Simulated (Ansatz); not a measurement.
`OCOC[SiH3]` + `[OH][InH][Br]` → `[SiH3][O][InH][Br]` + `COCO`  (ligand exchange at the Si–C bond)

Isolated molecules relaxed with PBE0-D4/def2-TZVP in Ansatz; ΔE leaves out vibrations. CBS: MP2 limit from def2 TZ/QZ plus the TZ coupled-cluster correction, frozen cores. This one scheme is used for every species. Elements past krypton have def2 core potentials. For Br, In outer-core shells are correlated without core-valence functions, which leaves a few kJ/mol of doubt a bond. Scalar relativity is left out up to krypton. One conformer a species, not always the lowest.

`OCOC[SiH3]`:

```xyz
13

O    -1.123   -0.704   -1.992
C     0.163   -0.459   -1.505
O     0.386   -1.007   -0.243
C    -0.367   -0.379    0.793
Si    0.530    1.126    1.516
H    -1.225   -1.655   -2.096
H     0.934   -0.899   -2.147
H     0.266    0.632   -1.495
H    -0.497   -1.124    1.583
H    -1.371   -0.122    0.438
H    -0.325    1.749    2.563
H     0.810    2.139    0.463
H     1.818    0.702    2.122
```

`[OH][InH][Br]`:

Z-matrix (Å, degrees):
```
In
O 1 1.973
Br 1 2.454 2 109.4
H 1 1.701 2 127.1 3 -180.0
H 2 0.960 1 113.2 3 180.0
```

`[SiH3][O][InH][Br]`:

Z-matrix (Å, degrees):
```
Si
O 1 1.634
H 1 1.490 2 111.5
H 1 1.487 2 108.5 3 -119.6
H 1 1.490 2 111.5 3 120.8
In 2 1.967 1 135.8 3 -61.0
Br 6 2.458 2 110.6 1 0.3
H 6 1.690 2 122.6 1 -179.8
```

`COCO`:

Z-matrix (Å, degrees):
```
C
O 1 1.410
H 1 1.090 2 107.2
H 1 1.098 2 110.9 3 118.9
H 1 1.094 2 111.6 3 -119.7
C 2 1.391 1 113.3 3 -179.1
O 6 1.398 2 113.5 1 -67.9
H 6 1.095 2 105.4 1 169.5
H 6 1.097 2 111.0 1 50.4
H 7 0.962 6 108.0 2 -64.4
```

| level | ΔE (kJ/mol) |
| --- | --- |
| MP2/def2-TZVPP | -134.8 |
| MP2/def2-QZVPP | -134.9 |

Question: What does CCSD(T)/CBS give? (Estimate.)

Answer: Ansatz gave: -130.5 kJ/mol. The listed levels differ from it by -4.3, -4.4 kJ/mol.

Largest T1 diagnostic among the species: 0.014.

From PBE to PBE0 (25 % exact exchange), in def2-TZVPP and without D4, ΔE moves by −9.7 kJ/mol. In def2-TZVPP, CCSD(T) changes the Hartree–Fock value by +25.4 kJ/mol (the triples alone add +3.6 kJ/mol) and MP2 by +22.0 kJ/mol.
